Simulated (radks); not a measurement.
The numbers below are computed, except where a source is named.
How relativity changes the ionisation of the tungsten ion W2+ ([Xe] 4f14 5d4) to W3+ ([Xe] 4f14 5d3). Spin-unpolarised spherical Kohn-Sham, PBEsol, point nucleus unless stated (finite: rms radius 5.3658 fm), a radial shooting solver on a logarithmic mesh with Libxc functionals. A level marked "c x" has the speed of light scaled by that factor and shares open shells by 2j + 1; other Dirac levels either fill j = l - 1/2 first or share by 2j + 1.

level,E(W2+) (hartree),E(W3+) (hartree),IE (eV),HOMO,<r> HOMO (bohr)
non-rel.,-15286.3305,-15285.3690,26.164,5d,1.834
scalar-rel.,-16136.8622,-16135.9287,25.404,5d,1.872
"scalar-rel., finite nucleus",-16134.3397,-16133.4061,25.405,5d,1.872
"Dirac, 2j+1 shares",-16160.2045,-16159.2712,25.395,5d5/2,1.898
"Dirac, low j first",-16160.2781,-16159.3348,25.667,5d3/2,1.850
"Dirac, 2j+1 shares, finite nucleus",-16157.6585,-16156.7252,25.396,5d5/2,1.898
"Dirac, c x 0.85",-16585.7158,-16584.7920,25.136,5d5/2,1.924
"Dirac, c x 2",-15480.3942,-15479.4402,25.961,5d5/2,1.850
"Dirac, c x 100",-15286.4055,-15285.4440,26.164,5d5/2,1.834

NIST Atomic Spectra Database: 26.0 eV (semi-empirical). The relativistic part of the total energy of W2+ is -871.3 hartree (Dirac, 2j+1 shares, finite nucleus), 5.7 % of the non-relativistic value. Spin polarisation and multiplet splitting of open shells are left out at every level.

Beside tabulated values, note that relativity, absent from the non-relativistic runs, is large for the heavy elements, and spin-unpolarised runs miss the spin-polarisation part of the exchange energy of open shells.
